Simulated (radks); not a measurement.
Q: The tin ion Sn31+, 19 electrons, occupied as [Ar] 3d1. Method: Dirac Kohn-Sham, PBEsol, spin-unpolarised, spherical densities, finite nucleus; open shells are shared between the two j in proportion to 2j + 1; Fermi nuclear charge, rms radius 4.6519 fm; computed with a radial shooting solver on a logarithmic mesh with Libxc functionals.

Spin-orbit splittings of the eigenvalues, e(l+1/2) - e(l-1/2), with zeta = 2 splitting/(2l+1) and mean radii in bohr:

| shell | occ. | splitting (eV) | zeta (eV) | <r> j=l-1/2 | <r> j=l+1/2 |
|---|---|---|---|---|---|
| 2p | 6 | 233.7 | 155.8 | 0.1049 | 0.1101 |
| 3p | 6 | 53.59 | 35.73 | 0.2978 | 0.3063 |
| 3d | 1 | 12.28 | 4.911 | 0.2692 | 0.2718 |
| 4p | 0 | ? | ? | 0.5966 | 0.6083 |

Estimate the 4p splitting.

A: 19.05 eV (zeta = 12.70 eV).
